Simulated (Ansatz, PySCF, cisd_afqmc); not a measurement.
System: MgO, charge 0, singlet. MgO (SMILES [O]=[Mg]).
B3LYP-D3(BJ)/def2-TZVP minimum from Ansatz (an electronic-structure program):
```xyz
2

Mg     0.0000     0.0000    -0.6958
O      0.0000     0.0000     1.0436
```
Charge 0, spin multiplicity 1.

Atomisation energy term by term, kcal/mol (programs: Ansatz, cisd_afqmc). Radicals and triplets start from unrestricted determinants; spin-orbit coupling is neglected. Cores are frozen in correlated methods. No relativity. The Monte Carlo rows (phaseless AFQMC, CISD trial, step 0.005/hartree) carry one-sigma bars that omit the constraint's bias. Outlying blocks are dropped, and bars are widened where a walk drifts. Over all cases where full CI ran beside it in this data, AFQMC minus full CI had a median of +0.1 mEh and passed +0.4 mEh in a tenth of the cases. CBS(X,Y): correlation extrapolated as X^-3, Hartree-Fock from the larger set. A bracket is a step between two methods taken in the basis named. Full CI freezes restricted core orbitals, also for open shells; the composite that ends in it estimates full CI at the basis-set limit. For partners of very few electrons the exact lower level stands in for a higher one. The T1 diagnostic of MgO ([O]=[Mg], singlet) reaches 0.062 in the sets run. The restricted determinant of MgO ([O]=[Mg], singlet) is unstable towards broken spin symmetry in at least one set run.

| term | basis | kcal/mol |
|---|---|---|
| Hartree-Fock | def2-QZVPP | -27.65 |
| CCSD correlation | CBS(def2-TZVPP,def2-QZVPP) | 74.64 |
| (T) | CBS(def2-TZVPP,def2-QZVPP) | 13.74 |
| CCSDT(Q) - CCSD(T) | def2-QZVPP | 1.73 |
| FCI - CCSDT(Q) | def2-SVP | -1.30 |
| minus zero-point energy | Hessian by PySCF at B3LYP-D3(BJ)/def2-TZVP | -1.17 |
| sum: D0 |  | 60.0 |

The step beyond CCSD(T) by other levels: FCI in def2-SVP 1.06; CCSDTQ in def2-SVP 1.09; AFQMC/CISD in def2-SVP -1.41 ± 0.69; CCSDT(Q) in def2-SVP 2.36; CCSDTQ in def2-TZVPP 0.86; AFQMC/CISD in def2-TZVPP -1.97 ± 0.61; CCSDT(Q) in def2-TZVPP 1.91 kcal/mol.
